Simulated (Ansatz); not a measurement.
ClF$_{2}$GeHS, SMILES `[F][Ge]([F])([SH])[Cl]`, relaxed with RKS PBE0-D4/def2-TZVP in Ansatz from a PBE-D4/def2-SVP geometry. The force threshold is 0.005 eV/Å; the program also tests the step.

The species carries charge 0 and has multiplicity 1.

Start:

```xyz
6

F     1.158   -0.791    1.566
Ge    0.416   -0.167    0.124
F     1.069   -1.140   -1.163
S    -1.771   -0.351    0.324
Cl    1.084    1.842   -0.224
H    -1.957    0.608   -0.628
```

```
         step  energy (eV)  largest force (eV/Å)  largest move (Å)
            1  -85313.6545                 0.669             0.000
            2  -85313.6954                 0.353             0.029
            3  -85313.7000                 0.053             0.020
            4  -85313.7004                 0.040             0.017
            5  -85313.7007                 0.013             0.011
            6  -85313.7011                 0.014             0.035
 7 (rejected)  -85313.6978                 0.392             0.126
            8  -85313.7014                 0.007             0.032
 9 (rejected)  -85313.7011                 0.125             0.065
           10  -85313.7015                 0.012             0.030
11 (rejected)  -85313.7015                 0.022             0.022
           12  -85313.7015                 0.007             0.011
           13  -85313.7015                 0.007             0.016
           14  -85313.7015                 0.002             0.003
```

End:

```xyz
6

F     1.142   -0.793    1.534
Ge    0.413   -0.133    0.134
F     0.998   -1.081   -1.169
S    -1.741   -0.286    0.384
Cl    1.152    1.820   -0.179
H    -1.964    0.473   -0.704
```

It took 27 s on 4 threads of a server CPU on a shared host, with 0.64 GiB of host memory at the peak.
